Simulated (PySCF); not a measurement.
C3H9BO2Si.
Atom-mapped SMILES: `[OH:1][B:2]([OH:3])[SiH2:4][CH:5]1[CH2:6][CH2:7]1` (hydrogens: H8 on O1; H9 on O3; H10, H11 on Si4; H12 on C5; H13, H14 on C6; H15, H16 on C7)

Geometry (GFN2-xTB, Å), atoms numbered from 1 in this order:
```xyz
16
C3H9BO2Si angstrom
O      2.0578   -1.4620   -0.6457
B      2.1047   -0.2338   -0.0756
O      3.2020    0.2134    0.5823
Si     0.5402    0.9579   -0.2249
C     -1.0044    0.2360    0.6046
C     -1.8351   -0.7880   -0.1171
C     -2.3772    0.5843    0.1060
H      2.8315   -2.0267   -0.5699
H      3.9634   -0.3707    0.6419
H      0.7299    2.2935    0.3748
H      0.1422    1.2294   -1.6235
H     -0.9367    0.0879    1.6775
H     -1.5452   -1.0620   -1.1200
H     -2.2552   -1.6073    0.4490
H     -2.4539    1.2449   -0.7434
H     -3.1717    0.7123    0.8269
```

The closed-shell SCF was solved with PySCF and density fitting under several settings on one GFN2-xTB geometry (grid level 2 and gas phase unless stated).

| settings | basis functions | SCF cycles | E (Eh) | HOMO (eV) | LUMO (eV) | dipole (D) |
| --- | --- | --- | --- | --- | --- | --- |
| PBE0/pcSseg-1 | 171 | 13 | -584.0886 | -7.74 | -0.04 | 3.45 |
| PBE0/def2-SVPD | 222 | 14 | -583.8488 | -7.77 | -0.34 | 3.20 |

**Question.** Estimate the row for these settings: PBE0/ANO-RCC-VDZP, start guess vsap, level shift 0.1 Eh.

**Answer.** 
```csv
settings,basis functions,SCF cycles,E (Eh),HOMO (eV),LUMO (eV),dipole (D)
"PBE0/ANO-RCC-VDZP, start guess vsap, level shift 0.1 Eh",147,12,-584.1014,-7.68,-0.25,3.13
```

**Question.** Over all rows, what range does the HOMO–LUMO gap span?

**Answer.** From 7.43 eV to 7.70 eV.

**Question.** And the dipole moment?

**Answer.** From 3.13 D (PBE0/ANO-RCC-VDZP, start guess vsap, level shift 0.1 Eh) to 3.45 D (PBE0/pcSseg-1); the largest is 1.10 times the smallest, and the median is 3.20 D.

**Question.** Compare two rows with the functional PBE0: PBE0/pcSseg-1 and PBE0/def2-SVPD. Which energy is lower, and by how much?

**Answer.** PBE0/pcSseg-1 (171 functions) lies 0.2398 Eh or 150 kcal/mol below PBE0/def2-SVPD (222 functions). The smaller set gives the lower energy; the two sets aren't nested, so the variational bound doesn't order them by size.

Cycle counts include a coarse-grid stage where the run had one. ANO-RCC sets were contracted for a scalar-relativistic Hamiltonian, but ran non-relativistically here.

One conformer stands for the species.
